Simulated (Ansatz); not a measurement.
C₂H₆SZn (`C[CH2][Zn][SH]`) at its PBE0-D4/def2-TZVP geometry, where that method's forces vanish. The species carries charge 0 and has multiplicity 1.

```
atom   x (Å)   y (Å)   z (Å)
  C1   0.281  -1.108   0.934
  C2   0.939  -0.046   0.055
 Zn3  -0.300   1.092  -0.927
  S4  -1.670   2.376  -2.034
  H5  -0.337  -1.796   0.353
  H6   1.028  -1.713   1.458
  H7  -0.364  -0.665   1.698
  H8   1.575   0.608   0.660
  H9   1.602  -0.517  -0.678
 H10  -2.755   1.770  -1.520
```

Problem. For each bond, give half the difference of the two atoms' forces along it (eV/Å; positive pushes the atoms apart) under PBE-D4, r2SCAN-D4, B3LYP-D4, ωB97M-V in def2-TZVPP. (Estimate.)

Solution. Ansatz gave: 
```tsv
bond	length (Å)	PBE-D4	r2SCAN-D4	B3LYP-D4	ωB97M-V
C1–C2	1.527	0.02	0.16	0.19	0.25
C1–H5	1.093	0.09	-0.05	-0.07	-0.07
C1–H6	1.095	0.13	-0.02	-0.07	-0.11
C1–H7	1.093	0.09	-0.05	-0.07	-0.07
C2–Zn3	1.949	-0.05	-0.08	0.06	-0.05
C2–H8	1.095	0.11	-0.01	-0.11	-0.09
C2–H9	1.095	0.11	-0.01	-0.11	-0.09
Zn3–S4	2.180	0.05	-0.05	0.10	-0.02
S4–H10	1.345	0.26	0.02	-0.01	-0.08
```

B3LYP here is the variant with VWN-RPA as its local correlation; programs differ in this.
